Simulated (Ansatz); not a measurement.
The cluster CuAg4⁺, relaxed as a singlet with RKS PBE-D4/def2-SVP in Ansatz, starting from the GFN2-xTB geometry. Force threshold 0.02 eV/Å.

In the def2 sets Ag takes a core potential; there is no spin–orbit coupling. The structure comes from a short search, and lower isomers may exist.

Start:

Cartesian coordinates in Å:
```
Ag -0.908 -1.815 -2.278
Ag -0.779 -0.301 0.254
Ag 1.381 -0.551 -1.570
Ag 1.024 1.781 0.989
Cu -0.719 0.887 2.605
```

| step | energy (eV) | largest force component (eV/Å) | SCF passes |
| --- | --- | --- | --- |
| 1 | -60621.3865 | 0.515 | 40 |
| 2 | -60621.4987 | 0.276 | 22 |
| 3 | -60621.5120 | 0.036 | 24 |
| 4 | -60621.5239 | 0.047 | 28 |
| 5 | -60621.5292 | 0.051 | 22 |
| 6 | -60621.5545 | 0.095 | 28 |
| 7 | -60621.5844 | 0.085 | 27 |
| 8 | -60621.5904 | 0.242 | 27 |
| 9 | -60621.6013 | 0.043 | 22 |
| 10 | -60621.6024 | 0.034 | 21 |
| 11 | -60621.6040 | 0.011 | 21 |
| 12 (rejected) | -60621.6040 | 0.123 | 27 |
| 13 | -60621.6056 | 0.028 | 22 |
| 14 | -60621.6070 | 0.063 | 22 |
| 15 | -60621.6082 | 0.074 | 21 |
| 16 | -60621.6102 | 0.083 | 22 |
| 17 | -60621.6116 | 0.094 | 21 |
| 18 | -60621.6126 | 0.077 | 21 |
| 19 | -60621.6136 | 0.036 | 21 |
| 20 | -60621.6141 | 0.022 | 21 |
| 21 | -60621.6143 | 0.016 | 21 |

Force components are those of the run's own axes.

End:

```xyz
5

Ag   -1.209   -1.154   -2.152
Ag   -0.001    0.015    0.021
Ag    1.367   -1.567   -1.761
Ag    0.217    2.404    1.392
Cu   -0.375    0.301    2.501
```

By distances, no bond broke or formed. The bond that changes most is Ag1–Ag2, from 2.95 to 2.75 Å (atoms count from 1). The end is the same structure that another start reached, the lowest one found.

The force fell under the threshold at step 11, but the optimiser went on and released 0.010 eV more. No frequencies were taken in this run, so the end may be a saddle point.

Run time 29 s (4 threads of INTEL XEON PLATINUM 8581C on a shared host).
